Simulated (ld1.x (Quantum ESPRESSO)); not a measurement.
# Varying the TM potential for arsenic

Base potential:

| Quantity | Value |
| --- | --- |
| Element | As (Z = 33) |
| Generator | ld1.x (Quantum ESPRESSO) 7.5 |
| Type | norm-conserving Troullier–Martins (Kleinman–Bylander form) |
| Functional | PBE |
| Relativity | scalar-relativistic |
| Frozen core | [Ar] |
| Valence charge | 15 |
| Reference configuration | 3d10 4s2 4p2 (charge +1) |
| Partial waves | 4s (bound): rc 1.15 bohr; 4p (bound): rc 2.05 bohr; 3d (bound): rc 1.25 bohr |
| Local potential | all-electron potential smoothed inside 0.90 bohr (lloc = -1) |
| Core correction | none |

Cutoffs, loose and tight: the cutoffs (Ry, on a coarse ladder) from which the occupation-weighted sum of valence levels, in a spherical-Bessel basis at the reference potential, stays within 10 and 1 mRy of its value at 400 Ry. They do not see the model core or the augmentation charge, which bear on the density cutoff. Test errors are all-electron minus pseudo excitation energies from the reference, over the configurations 3d10 4s2 4p3; 3d10 4s2 4p1; 3d10 4s2 4p0; 3d10 4s2 4p3.3; 3d9 4s2 4p3; 3d10 4s1 4p0; 3d9 4s2 4p4. A dash means not determined; rows that change the core or the reference have their own tests.

A true bound ghost makes a file unfit for plane-wave use even where its test errors are small: the radial tests pick states by their node count and pass the ghost by.

```tsv
change	outcome	cutoff, loose	cutoff, tight	bound ghosts	largest test error (meV)
base	generated	200 Ry	over 300 Ry	s	-158
wave 4p (bound): rc 2.05 bohr becomes 4p (bound): rc 1.38 bohr	generated	200 Ry	over 300 Ry	s	+433
wave 4p (bound): rc 2.05 bohr becomes 4p (bound): rc 1.58 bohr	generated	200 Ry	over 300 Ry	s	-133
wave 4p (bound): rc 2.05 bohr becomes 4p (bound): rc 1.80 bohr	generated	200 Ry	over 300 Ry	s	-215
wave 4p (bound): rc 2.05 bohr becomes 4p (bound): rc 2.22 bohr	generated	200 Ry	over 300 Ry	s	-94
wave 4p (bound): rc 2.05 bohr becomes 4p (bound): rc 2.48 bohr	generated	200 Ry	over 300 Ry	s	+206
wave 4p (bound): rc 2.05 bohr becomes 4p (bound): rc 2.66 bohr	generated	200 Ry	over 300 Ry	s	+290
wave 4p (bound): rc 2.05 bohr becomes 4p (bound): rc 2.86 bohr	generated	200 Ry	over 300 Ry	s	+362
wave 4p (bound): rc 2.05 bohr becomes 4p (bound): rc 3.12 bohr	generated	200 Ry	over 300 Ry	s	+411
```

Q: What comes out with this change to the base: wave 4p (bound): rc 2.05 bohr becomes 4p (bound): rc 2.04 bohr?

A: outcome: generated; cutoff, loose: 200 Ry; cutoff, tight: over 300 Ry; bound ghosts: s; largest test error (meV): -175.

Reading the sweep of the p radius (base included, trends over the rows without a ghost): Bound ghosts are found at 1.38, 1.58, 1.8, 2.04, 2.05, 2.22, 2.48, 2.66, 2.86, 3.12 bohr. Every judged row has one, so this setting neither creates nor removes them.
